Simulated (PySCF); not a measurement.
## How methods differ on the ionisation energy of Cr²³⁺

Cr²³⁺ 1s1 (2S) → Cr²⁴⁺ (bare nucleus), as a difference of total energies. Calculation: PySCF 2.14, in an even-tempered Gaussian basis (15 s from 22 bohr⁻², ratio 2.2; 7 p from 34 bohr⁻², ratio 2.4; 4 d from 100 bohr⁻², ratio 2.4; 3 f from 150 bohr⁻², ratio 2.4; 3 g from 230 bohr⁻², ratio 2.4); no relativity, point nucleus. The calculations carry no spin-orbit coupling.

| method | ionisation energy (eV) | difference from reference (eV) |
| --- | --- | --- |
| UHF | 7836.9 | -57.9 |
| LDA | 7809.6 | -85.2 |
| PBE | 7832.8 | -62.0 |
| PBE0 | 7833.8 | -61.0 |
| r2SCAN | 7836.9 | -57.9 |
| MN15 | 7836.6 | -58.2 |
| TPSSh | 7836.9 | -57.9 |

Reference: 7894.8 eV (theoretical estimate listed by NIST; NIST Atomic Spectra Database, ionization energies).

These non-relativistic numbers lack the scalar-relativistic shift.
